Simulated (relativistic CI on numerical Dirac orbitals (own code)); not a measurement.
Sensitivity of the levels of Fe I to α and to the nuclear radius

Method of calculation: Dirac-Coulomb-Breit CI, orbitals from a KLI potential per configuration, valence Slater integrals scaled by 0.85, P86 correlation energy added to each configuration, derivatives by finite differences, QED left out (own radial code, finite nucleus).

Configuration list (outside the closed core [Ar]): 3d⁶4s², 3d⁷4s, 3d⁶4s4p, 3d⁸, 3d⁷4p, 3d⁷4d, 3d⁷5s, 3d⁶4s5s. Levels of other configurations are missing.

With x = (α/α₀)² − 1 an excitation energy changes as ω = ω₀ + qx; K = 2q/ω₀ is the relative enhancement. Terms are leading LS components, so labels can repeat. The field-shift factor is F = δν/δ⟨r²⟩ for the transition from the lowest level.

Lowest level 3d⁶4s² ⁵D4.

```
       Level  ω₀ (cm⁻¹)  q (cm⁻¹)       K  F (GHz/fm²)
  3d⁶4s² ⁵D3      407.0     409.8    2.01      0.00277
  3d⁶4s² ⁵D2      690.9     677.5    1.96      0.00468
  3d⁶4s² ⁵D1      872.7     844.9    1.94       0.0059
  3d⁶4s² ⁵D0      961.7     925.7    1.93      0.00649
   3d⁷4s ⁵F5    11520.0      1972   0.342       -0.969
   3d⁷4s ⁵F4    11958.8      2405   0.402       -0.966
3d⁶4s4p ⁷D°5    11965.8     595.7  0.0996       -0.437
3d⁶4s4p ⁷D°4    12174.1     766.1   0.126       -0.435
   3d⁷4s ⁵F3    12302.1      2739   0.445       -0.964
3d⁶4s4p ⁷D°3    12369.2     964.7   0.156       -0.434
3d⁶4s4p ⁷D°2    12526.8      1134   0.181       -0.433
   3d⁷4s ⁵F2    12554.3      2981   0.475       -0.962
3d⁶4s4p ⁷D°1    12636.1      1255   0.199       -0.432
```

For a near-neutral ion this model can misplace configurations by up to about 10,000 cm⁻¹ (more where the count of f electrons changes) and terms by 10 to 25 % of their spread. Rates follow the energies as ν³ (E1, M1) or ν⁵ (E2), so they and the lifetimes can be off by large factors. The fine structure of a lone outer electron comes out too small, for d and f at times inverted, and misplaced configurations move strength between like terms.
